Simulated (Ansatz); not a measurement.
Basis sets compared for [GaClH3]- (GaH3Cl⁻). Charge -1, multiplicity 1. Geometry PBE-D4/def2-TZVPD. Ansatz on 4 threads of Intel Xeon on a shared host; times are rough, and most runs start from earlier orbitals.

```xyz
5

Ga   -0.032    0.201   -0.070
Cl    0.316   -1.980    0.691
H     1.201    0.501   -1.066
H    -0.022    1.116    1.258
H    -1.463    0.163   -0.813
```

```
            level  functions  energy (Eh)  HOMO (eV)  LUMO (eV)  wall time
 PBE-D4/def2-SVPD         89   -2386.0813      -1.43       3.50     0.55 s
PBE0-D4/def2-SVPD         89   -2386.1653      -2.66       3.94     0.91 s
```

Q: Estimate the rows for PBE-D4/def2-TZVPD (with forces), PBE0-D4/def2-TZVPD.

A: 
| level | functions | energy (Eh) | HOMO (eV) | LUMO (eV) | wall time |
| --- | --- | --- | --- | --- | --- |
| PBE-D4/def2-TZVPD (with forces) | 127 | -2386.4810 | -1.42 | 3.48 | 0.9 s |
| PBE0-D4/def2-TZVPD | 127 | -2386.5622 | -2.66 | 3.88 | 1.3 s |
